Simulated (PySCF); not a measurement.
Fractional electron number in Ni⁺ (nickel, charge +1)

The 3d beta orbital of [Ar] 3d9 is emptied in steps (occupation f), with all orbitals relaxed, ending at [Ar] 3d8. Calculation: PySCF 2.14, in aug-cc-pVTZ-DK (8s7p5d3f2g, 93 functions); scalar relativity by spin-free X2C-1e. The exact energy is a straight line in f; departures are measured from the line between the end points of the same method.

```tsv
f	r2SCAN0 (eV)
1	0.000
0.8	-0.607
0.6	-0.922
0.4	-0.932
0.2	-0.626
0	0.000
```

```json
{"method": "r2SCAN0", "E(f=0) − E(f=1) (eV)": "17.559", "−ε at f=1 (eV)": "13.838", "−ε at f=0.4 (eV)": "18.292"}
```

Orbital energy along the path (eV):

```tsv
f	r2SCAN0
1	-13.838
0.8	-15.237
0.6	-16.738
0.4	-18.292
0.2	-19.884
0	-21.498
```

Reference removal energy between the ground levels: 18.169 eV (measured; NIST Atomic Spectra Database, ionization energies). The calculation has no spin-orbit coupling. The determinant left behind need not be the lowest term of the ion.
